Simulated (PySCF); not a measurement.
Ground-state electric properties of a mixed set of molecules.

All values: PBE0/def2-SVPD (PySCF) at GFN2-xTB geometries, gas phase, one conformer each. Core orbitals are frozen in the response; Δα² is half the sum of the squared differences of the principal polarisabilities.

**Question.** Rank by dipole moment, lowest first.
A. `C([SiH3])([SiH3])C(F)(F)F`
B. `[H]/[N:1]=[C:2]1/[CH2:3][C:4]([F:5])([F:6])[CH2:7][C:8]1([F:9])[F:10]` with N1–C2–C3–C4 -155°, C2–C3–C4–F5 97°, C3–C4–C7–C8 15°, C4–C7–C8–F9 122°
C. `[CH3:1][CH2:2][P:3]1[CH:4]=[C:5]([F:6])[CH2:7][CH2:8]1` with C1–C2–P3–C4 -78°, C2–P3–C4–C5 -90°, C4–C5–C7–C8 -12°, C5–C7–C8–P3 17°, C2–P3–C8–C7 83°
D. `[CH:1]#[C:2][P:3]1[CH:4]=[CH:5][CH2:6][CH:7]=[CH:8]1` with C2–P3–C4–C5 134°, C4–C5–C6–C7 -36°, C5–C6–C7–C8 36°, C2–P3–C8–C7 -134°
E. `Cc1cpc(Cl)s1`

**Answer.** B (0.87 D), D (1.52 D), C (1.71 D), A (2.32 D), E (2.94 D).

**Question.** Rank by mean static polarisability, highest first.
A. `F[SiH2]N1CCCC1`
B. `CCP1C=C(F)CC1`
C. `C#CP1C=CCC=C1`
D. `FC(F)(F)C([SiH3])[SiH3]`
E. `C[SiH2][SiH2]C(F)(F)F`
F. `FC1(CC(F)(C/C1=N/[H])F)F`

**Answer.** C (15.14 Å³), B (13.94 Å³), E (12.50 Å³), D (11.81 Å³), A (11.44 Å³), F (9.74 Å³).

All values together:

```json
{"SMILES": "C#CP1C=CCC=C1", "formula": "C7H7P", "μ (D)": "1.52", "HOMO (eV)": "-6.57", "LUMO (eV)": "-0.16", "α (Å³)": "15.14", "Δα (Å³)": "9.01", "electrons": "64", "α per electron (Å³)": "0.237"}
{"SMILES": "FC[C@H]1CN[SiH2]C1", "formula": "C4H10FNSi", "μ (D)": "1.61", "HOMO (eV)": "-6.73", "LUMO (eV)": "0.40", "α (Å³)": "11.68", "Δα (Å³)": "2.12", "electrons": "64", "α per electron (Å³)": "0.183"}
{"SMILES": "CCP1C=C(F)CC1", "formula": "C6H10FP", "μ (D)": "1.71", "HOMO (eV)": "-6.48", "LUMO (eV)": "-0.12", "α (Å³)": "13.94", "Δα (Å³)": "4.24", "electrons": "70", "α per electron (Å³)": "0.199"}
{"SMILES": "Cc1cpc(Cl)s1", "formula": "C4H4ClPS", "μ (D)": "2.94", "HOMO (eV)": "-6.69", "LUMO (eV)": "-1.67", "α (Å³)": "15.32", "Δα (Å³)": "8.71", "electrons": "76", "α per electron (Å³)": "0.202"}
{"SMILES": "F[SiH2]N1CCCC1", "formula": "C4H10FNSi", "μ (D)": "2.45", "HOMO (eV)": "-6.34", "LUMO (eV)": "0.29", "α (Å³)": "11.44", "Δα (Å³)": "2.77", "electrons": "64", "α per electron (Å³)": "0.179"}
{"SMILES": "FC(F)(F)C([SiH3])[SiH3]", "formula": "C2H7F3Si2", "μ (D)": "2.32", "HOMO (eV)": "-9.34", "LUMO (eV)": "0.03", "α (Å³)": "11.81", "Δα (Å³)": "2.42", "electrons": "74", "α per electron (Å³)": "0.160"}
{"SMILES": "C[SiH2][SiH2]C(F)(F)F", "formula": "C2H7F3Si2", "μ (D)": "2.85", "HOMO (eV)": "-8.82", "LUMO (eV)": "-0.51", "α (Å³)": "12.50", "Δα (Å³)": "2.85", "electrons": "74", "α per electron (Å³)": "0.169"}
{"SMILES": "[H]/N=C1/CC(F)(F)CC1(F)F", "formula": "C5H5F4N", "μ (D)": "0.87", "HOMO (eV)": "-8.17", "LUMO (eV)": "-1.50", "α (Å³)": "9.74", "Δα (Å³)": "2.77", "electrons": "78", "α per electron (Å³)": "0.125"}
```

Conformers: `[CH:1]#[C:2][P:3]1[CH:4]=[CH:5][CH2:6][CH:7]=[CH:8]1` with C2–P3–C4–C5 134°, C4–C5–C6–C7 -36°, C5–C6–C7–C8 36°, C2–P3–C8–C7 -134°; `[F:1][CH2:2][C@H:3]1[CH2:4][NH:5][SiH2:6][CH2:7]1` with F1–C2–C3–C4 66°, C2–C3–C4–N5 79°, C3–C4–N5–Si6 30°, C4–N5–Si6–C7 -9°, N5–Si6–C7–C3 -15°; `[CH3:1][CH2:2][P:3]1[CH:4]=[C:5]([F:6])[CH2:7][CH2:8]1` with C1–C2–P3–C4 -78°, C2–P3–C4–C5 -90°, C4–C5–C7–C8 -12°, C5–C7–C8–P3 17°, C2–P3–C8–C7 83°; `[F:1][SiH2:2][N:3]1[CH2:4][CH2:5][CH2:6][CH2:7]1` with F1–Si2–N3–C4 -27°, Si2–N3–C4–C5 171°, N3–C4–C5–C6 37°, C4–C5–C6–C7 -38°, C5–C6–C7–N3 26°; `[CH3:1][SiH2:2][SiH2:3][C:4]([F:5])([F:6])[F:7]` with C1–Si2–Si3–C4 -59°; `[H]/[N:1]=[C:2]1/[CH2:3][C:4]([F:5])([F:6])[CH2:7][C:8]1([F:9])[F:10]` with N1–C2–C3–C4 -155°, C2–C3–C4–F5 97°, C3–C4–C7–C8 15°, C4–C7–C8–F9 122°.

**Question.** How closely does the mean polarisability follow the number of electrons in this set?

**Answer.** The correlation coefficient is -0.17; α per electron runs from 0.125 to 0.237 Å³.
